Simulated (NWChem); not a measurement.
System meant: Mg cation, doublet

The following NWChem deck was run.

```
start job
memory heap 200 mb stack 900 mb global 1100 mb
charge 1
geometry units angstroms noautoz
  Mg     0.000000     0.000000     0.000000
end
basis spherical
  Mg library def2-svp
end
dft
  odft
  mult 3
  xc pbe0
  iterations 150
  mulliken
end
task dft energy
```

End of the output:

```
  No.       Tag          Charge          X              Y              Z
 ---- ---------------- ---------- -------------- -------------- --------------
    1 Mg                  12.0000     0.00000000     0.00000000     0.00000000

      Atomic Mass
      -----------

      Mg                23.985040

 Effective nuclear repulsion energy (a.u.)       0.0000000000

            Nuclear Dipole moment (a.u.)
            ----------------------------
        X                 Y               Z
 ---------------- ---------------- ----------------
     0.0000000000     0.0000000000     0.0000000000

            XYZ format geometry
            -------------------
     1
 geometry
 Mg                    0.00000000     0.00000000     0.00000000

 Summary of "ao basis" -> "" (spherical)
 ------------------------------------------------------------------------------
       Tag                 Description            Shells   Functions and Types
 ---------------- ------------------------------  ------  ---------------------
 Mg                         def2-svp                 8       18   4s3p1d

                                 NWChem DFT Module
                                 -----------------

 Summary of "ao basis" -> "ao basis" (spherical)
 ------------------------------------------------------------------------------
       Tag                 Description            Shells   Functions and Types
 ---------------- ------------------------------  ------  ---------------------
 Mg                         def2-svp                 8       18   4s3p1d

  number of electrons :                   11
  multiplicity        :                    3
 ------------------------------------------------------------------------
  no. of electrons and multiplicity not compatible                  11
 ------------------------------------------------------------------------
 ------------------------------------------------------------------------
  current input line :
    17: task dft energy
 ------------------------------------------------------------------------
 ------------------------------------------------------------------------
 There is an error in the input file
 ------------------------------------------------------------------------
 For more information see the NWChem manual at https://nwchemgit.github.io

0: no. of electrons and multiplicity not compatible:Received an Error in Communication
```

Task: What is wrong, and how is it mended?

Result: The input was rejected before any calculation. Cause: the multiplicity doesn't fit the number of electrons (an even count wants an odd multiplicity, and the reverse). This input runs:
```
start job
memory heap 200 mb stack 900 mb global 1100 mb
charge 1
geometry units angstroms noautoz
  Mg     0.000000     0.000000     0.000000
end
basis spherical
  * library def2-svp
end
dft
  odft
  mult 2
  xc pbe0
  iterations 150
  mulliken
end
task dft energy
```
It converges to -199.61188 Ha (PBE0/def2-SVP, spin-unrestricted).
